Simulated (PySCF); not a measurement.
C3H6F2Si, SMILES F[C@@H]1C([SiH3])[C@H]1F. Atoms are numbered in the order given.

```xyz
12

F     -1.7346     1.6195    -0.4867
C     -0.8174     0.8408     0.1506
C     -0.9967    -0.6292     0.1055
F     -0.6690    -1.3597     1.2134
C      0.1227    -0.0007    -0.6874
Si     1.9243    -0.2210    -0.1894
H     -0.4459     1.2965     1.0757
H     -1.8625    -1.0365    -0.4271
H     -0.0715     0.0426    -1.7657
H      2.0861     0.0844     1.2589
H      2.3708    -1.6169    -0.4571
H      2.7636     0.7199    -0.9852
```

Geometry optimised at B3LYP-D3(BJ)/def2-SVP. The structure was generated by enumeration; whether it is a known compound was not checked.

Two levels are set side by side: PBE/pcSseg-1 (PySCF) and PBE0/pcSseg-1 (PySCF). GIAO shifts against CFCl3 (¹⁹F), TMS (²⁹Si), TMS (¹H), TMS (¹³C) at the same level; non-relativistic, no solvent, atoms listed together averaged. Differences are taken from unrounded values.

```json
[
 {"quantity": "δ(¹³C) of C2, C3 (ppm)", "PBE0": "78.3", "PBE": "82.4", "PBE minus PBE0": "4.1"},
 {"quantity": "δ(¹³C) of C5 (ppm)", "PBE0": "13.0", "PBE": "14.9", "PBE minus PBE0": "1.9"},
 {"quantity": "δ(²⁹Si) of Si6 (ppm)", "PBE0": "-68.0", "PBE": "-72.2", "PBE minus PBE0": "-4.3"},
 {"quantity": "δ(¹H) of H9 (ppm)", "PBE0": "0.93", "PBE": "0.94", "PBE minus PBE0": "0.01"}
]
```

Rough cost on one machine, each run with all the roots and properties that it gave: PBE0 against PBE within a factor of 2.
